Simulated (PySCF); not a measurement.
Vertical excitations of a molecule C3H6GeO from PySCF 2.14.0 with TDA-PBE/def2-SVPD, as energy in eV (oscillator strength): 5.17 (0.000), 5.78 (0.000), 5.88 (0.007), 5.93 (0.091), 6.44 (0.001), 6.44 (0.000), 6.51 (0.018), 6.56 (0.017), 6.58 (0.052), 6.73 (0.001). Lowest triplet (TDA): 4.91 eV. Geometry: TPSSh-D3(BJ)/def2-SVP. Other conformers were not sampled.

Pick the molecule that these values belong to.
A. O=[C]1C[CH2][GeH2]1
B. [GeH3][C@@H]1C=CO1
C. [GeH3][C]1=COC1
D. C#CC[O][GeH3]

D, C#CC[O][GeH3]
